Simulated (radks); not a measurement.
The numbers below are computed, except where a source is named.
Task: The mean radii <r> (bohr) of the occupied orbitals of an atom or ion are listed with their occupations. Level of theory: Dirac Kohn-Sham, PBE, spin-unpolarised, spherical densities, point nucleus (a radial shooting solver on a logarithmic mesh with Libxc functionals).

| orbital | occ. | <r> |
|---|---|---|
| 1s1/2 | 2 | 0.05409 |
| 2s1/2 | 2 | 0.2447 |
| 2p1/2 | 2 | 0.2131 |
| 2p3/2 | 4 | 0.2163 |
| 3s1/2 | 2 | 0.7437 |
| 3p1/2 | 2 | 0.7783 |
| 3p3/2 | 4 | 0.7888 |
| 3d3/2 | 3.6 | 1.067 |
| 3d5/2 | 5.4 | 1.077 |

Name the element and its charge. Open shells, if any, are shared by 2j + 1.

Result: Z = 28, nickel, charge +1: Ni+ in [Ar] 3d9. The 1s radius gives Z: for a bare nucleus <r> = (2 gamma + 1)/(2Z) with gamma = sqrt(1 - (Z/c)^2), 0.05282 bohr for Z = 28, and screening makes it slightly larger (0.05409 here). The occupations add up to 27, and the charge is Z minus that.
